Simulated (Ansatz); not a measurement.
AlO₃, SMILES [O][Al]1[O][O]1, multiplicity 2. Atoms are numbered in the order given.

```xyz
4

Al     0.3999     0.0014     0.0000
O      1.9962     0.0013     0.0000
O     -1.3066     0.0015     0.6833
O     -1.3066     0.0015    -0.6833
```
Charge 0, spin multiplicity 2.

The structure is a stationary point at B3LYP-D3(BJ)/def2-TZVP.

Two levels are set side by side: PBE-D3(BJ)/def2-TZVP (Ansatz, a first-principles code) and B3LYP-D3(BJ)/def2-TZVP (Ansatz). Each level has its own optimised geometry; the coordinates shown are those of the second. Differences are taken from unrounded values.

| quantity | B3LYP-D3(BJ) |
|---|---|
| mean bond length (Å) | 1.660 |
| bond Al1–O2 (Å) | 1.596 |
| bond Al1–O3 (Å) | 1.838 |
| bond Al1–O4 (Å) | 1.838 |
| bond O3–O4 (Å) | 1.367 |

### Question
What does PBE-D3(BJ) give, and how far is it from B3LYP-D3(BJ)? (An estimate is asked for; the answer gives what the named calculation found.)

### Answer

| quantity | PBE-D3(BJ) | PBE-D3(BJ) minus B3LYP-D3(BJ) |
|---|---|---|
| mean bond length (Å) | 1.671 | 0.011 |
| bond Al1–O2 (Å) | 1.637 | 0.040 |
| bond Al1–O3 (Å) | 1.804 | -0.034 |
| bond Al1–O4 (Å) | 1.804 | -0.034 |
| bond O3–O4 (Å) | 1.440 | 0.073 |

Exact exchange shortens and stiffens bonds; PBE has none. Differences between two approximate levels are no errors against the true value.
